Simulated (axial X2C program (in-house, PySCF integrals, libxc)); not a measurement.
**Low determinants of PtB at the PBE0 level, spin-free**

All values were computed with an in-house relativistic program for diatomic molecules. Spin-free means the one-electron spin-free X2C Hamiltonian. Basis: Pt dyall-cv3z [13s14p9d6f4g], B dyall-v3z [7s6p2d1f] (cores contracted in-house); Gaussian nuclei, density fitting, unrestricted open shells. Masses: Pt 194.965 u, B 11.009 u.

Search at 1.758 Å (vertical energies from the lowest determinant):

```
ΔE (eV)             state  electrons beyond evenly filled partner blocks  electrons in σ, π, δ, φ
   0.00  M_S = 1/2, Λ = 0                                             σα               31 32 16 4
   1.77  M_S = 1/2, Λ = 2                                  δ+α, δ+β, δ-α               32 32 15 4
   3.16  M_S = 3/2, Λ = 3                         σα, π+α, δ+α, δ+β, δ-α               31 33 15 4
   3.16  M_S = 3/2, Λ = 1                         σα, π-α, δ+α, δ+β, δ-α               31 33 15 4
   3.19  M_S = 1/2, Λ = 1                                  π+α, π+β, π-α               32 31 16 4
```

Lowest determinant, M_S = 1/2, Λ = 0 (beyond evenly filled blocks: σα): Re = 1.751 Å, ωe = 929.3 cm⁻¹.

The determinant in row 2 of the search, M_S = 1/2, Λ = 2 (beyond evenly filled blocks: δ+α, δ+β, δ-α), was followed along the bond at PBE0; measured from the minimum of the lowest determinant it gives:

Te = 1.559 eV (12578 cm⁻¹), Re = 1.890 Å, ωe = 709.7 cm⁻¹.

Compare the bond of the determinant in row 2 with that of the lowest one.

At PBE0 its Re is 0.139 Å longer and its force constant, which goes as ωe², is 0.58 times that of the lowest determinant. T0 ≈ Te + Δωe/2 = 12578 + (-110) = 12468 cm⁻¹.

The search compares states at one distance, so a state with another bond length can lie lower; it is not exhaustive and yields mostly the lowest determinant of each block pattern, so other components and higher states of one pattern are missing. These are energies of single determinants, not of spin-adapted states; PBE0 term energies can be off by some tenths of an eV, and the functional has no current term. Spin–orbit coupling is large for these atoms, so the spin-free order is a model.
